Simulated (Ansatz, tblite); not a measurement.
Removing and adding an electron: In13As13H30, a nanocrystal cut from zinc blende InAs (hydrogen-capped). Charge 0, multiplicity 1. Geometry: r2SCAN-D4/def2-SVP. Ansatz, gas phase; energy differences of separate SCF runs; the oxidised species was run as a doublet alone; the reduced species was run as a doublet alone.

```xyz
56

In   -2.601    1.775   -1.269
In   -1.985    2.939    3.084
In   -5.349    0.291    2.037
In   -2.390   -2.408   -0.119
In   -1.781   -1.124    4.201
In    0.843    4.609   -0.386
In    0.030    3.461   -4.567
In    0.182   -0.892   -3.271
In    3.546    2.019   -2.330
In    0.842    0.268    0.817
In    1.282   -4.055    1.998
In    3.780   -2.582   -1.063
In    0.481   -5.290   -2.154
As   -3.615    2.197    1.167
As   -0.985    3.749   -2.060
As   -0.454    4.855    1.965
As   -0.979   -0.310   -0.948
As   -0.332    0.846    3.134
As   -3.423   -1.622    2.216
As   -0.575   -4.347    0.168
As   -0.046   -3.189    4.178
As    2.245    2.367   -0.027
As    1.556    1.314   -3.888
As    1.773   -2.963   -2.710
As    4.899   -0.270   -1.883
As    2.458   -1.824    1.127
H    -3.860    1.504   -2.424
H    -2.566    3.431    4.633
H    -6.365   -0.125    0.708
H    -5.789    0.713    3.654
H    -3.638   -2.884   -1.218
H    -2.352   -0.810    5.799
H     1.798    6.006   -0.720
H    -1.246    2.887   -5.573
H     1.111    4.785   -4.827
H    -0.942   -1.294   -4.523
H     4.619    3.304   -2.749
H     2.373   -5.330    2.398
H     4.977   -3.794   -0.794
H    -0.812   -5.444   -3.283
H     1.692   -6.445   -1.721
H    -4.468    3.440    0.993
H    -1.903    4.953   -2.156
H    -1.304    6.105    1.873
H     0.510    5.385    3.005
H     0.763    1.173    4.129
H    -4.151   -2.853    2.723
H    -1.371   -5.512    0.725
H    -0.769   -4.384    4.761
H     0.937   -3.016    5.316
H     3.292    2.666    1.026
H     2.284    0.942   -5.166
H     2.497   -3.231   -4.016
H     5.684   -0.576   -3.140
H     6.097    0.033   -1.007
H     3.500   -1.444    2.159
```

In the def2 sets In takes a core potential; there is no spin–orbit coupling. The xTB rows come from tblite. B3LYP takes the VWN-RPA correlation. Single mean-field runs in def2-SVP are fitted with def2-universal-jkfit.

(1) Estimate orbital energies and vertical ionisation energies and electron affinities at: GFN1-xTB; GFN2-xTB; PBE-D4/def2-SVP; B3LYP-D4/def2-SVP; PBE0-D4/def2-SVP.

Results:

(1) 
| level | −HOMO (eV) | vertical IE (eV) | −LUMO (eV) | vertical EA (eV) | HOMO–LUMO gap (eV) | IE − EA (eV) |
| --- | --- | --- | --- | --- | --- | --- |
| GFN1-xTB | 9.19 | 10.35 | 6.93 | 5.87 | 2.26 | 4.48 |
| GFN2-xTB | 10.09 | 11.28 | 7.37 | 6.18 | 2.73 | 5.10 |
| PBE-D4/def2-SVP | 5.71 | – | 2.71 | 1.50 | 3.00 | – |
| B3LYP-D4/def2-SVP | 6.42 | 7.47 | 2.25 | 1.41 | 4.17 | 6.06 |
| PBE0-D4/def2-SVP | 6.62 | 7.55 | 2.03 | 1.25 | 4.60 | 6.30 |

Run but left out: PBE-D4/def2-SVP (charge +1 doublet: an occupied level 0.06 eV above an empty one).   Raw xTB energy differences between charge states are shifted by several eV; the methods need an empirical correction for them. Sets without diffuse functions give affinities that are too small.
